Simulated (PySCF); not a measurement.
**Excitation energy of Tc by level of theory**

Tc [Kr] 4d5 5s2 (6S) → Tc [Kr] 4d7 (4F), as a difference of total energies. Calculation: PySCF 2.14, in def2-TZVPPD with the def2 core potential (28 electrons); a scalar-relativistic core potential. Correlated levels: valence: 4s2 4p6 frozen; valence and next inner shell: nothing frozen outside the core potential. The calculations carry no spin-orbit coupling.

| method | excitation energy (cm⁻¹) |
| --- | --- |
| UHF | 30750 |
| LDA | 18656 |
| PBE | 16752 |
| PBE0 | 18060 |
| r2SCAN | 21504 |
| M06 | 15659 |
| M06-L | 16835 |
| TPSSh | 16805 |
| B2PLYP | 19339 |
| MP2 (valence) | 21833 |
| SCS-MP2 (valence) | 17778 |
| MP2 (valence and next inner shell) | 24095 |
| SCS-MP2 (valence and next inner shell) | 22350 |
